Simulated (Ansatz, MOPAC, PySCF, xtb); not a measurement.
Noncovalent pair: C2H4 (SMILES C=C) (first 6 atoms) with C2H6O (SMILES COC); geometry from B3LYP-D3(BJ)/def2-TZVP, rigid monomers moved along the line of their centres of mass till H5···O8 is 3.40 Å.
(charge 0, multiplicity 1):
```xyz
15

C      0.51837    -0.50382     0.28774
C     -0.39773     0.43656     0.46910
H      0.85996    -0.79039    -0.69980
H      0.96668    -1.02877     1.12301
H     -0.73507     0.71854     1.45918
H     -0.84211     0.95753    -0.37098
C      0.60955     0.80402     5.11567
O     -0.74880     0.52418     4.85580
C     -1.06027    -0.84316     5.01177
H      1.26961     0.25849     4.42938
H      0.88108     0.53980     6.14589
H      0.75564     1.87313     4.97101
H     -0.47949    -1.46789     4.32134
H     -2.11949    -0.96353     4.79081
H     -0.86572    -1.18195     6.03756
```

Interaction energies are E(AB) − E(A) − E(B) at the monomers' geometry in the complex; basis-set methods are counterpoise corrected.

The state that AM1 reach isn't checked.

Codes used: Ansatz (Gaussian orbitals); MOPAC for AM1 (differences of heats of formation); PySCF for the dispersion terms; xtb for the GFN methods. Each number belongs to the level named beside it.

Question: One of these levels gives -1.03 kcal/mol for the interaction energy. Which one is it?
(A) GFN-FF
(B) PBE-D3(BJ)/def2-TZVPPD
(C) AM1

Answer: B, PBE-D3(BJ)/def2-TZVPPD. The others give -0.73 (GFN-FF), -0.04 (AM1)

Ansatz is a quantum-chemistry and plane-wave program.
